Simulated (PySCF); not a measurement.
A calculated (PBE0, PySCF 2.14, x2c-QZVPPall, the spin-free X2C one-electron Hamiltonian (Gaussian nucleus)) atom or ion has these occupied shells.

```csv
shell,electrons,orbital energy (eV),"rms radius, mean of both spins (bohr)"
1s α,1,-90491.1,0.0178
1s β,1,-90491.1,0.0178
2s α,1,-16310.7,0.0718
2s β,1,-16310.7,0.0718
2p α,3,-14032.3,0.0663
2p β,3,-14032.3,0.0663
3s α,1,-3970.2,0.183
3s β,1,-3970.2,0.183
3p α,3,-3313.0,0.186
3p β,3,-3313.0,0.186
3d α,5,-2617.4,0.170
3d β,5,-2617.4,0.170
4s α,1,-935.19,0.401
4s β,1,-935.17,0.401
4p α,3,-717.54,0.428
4p β,3,-717.51,0.428
4d α,5,-458.52,0.454
4d β,5,-458.50,0.454
5s α,1,-181.22,0.883
5s β,1,-181.14,0.883
4f α,7,-177.12,0.481
4f β,7,-177.09,0.481
5p α,3,-119.08,1.01
5p β,3,-119.01,1.01
5d α,5,-47.065,1.31
5d β,5,-46.911,1.31
6s α,1,-32.241,2.20
6s β,1,-31.221,2.20
6p α,1,-20.735,2.77
```

(1) Name the element and its charge.

Answers

(1) Bi²⁺ (bismuth, charge +2), in [Xe] 4f14 5d10 6s2 6p1, 2P determinant.
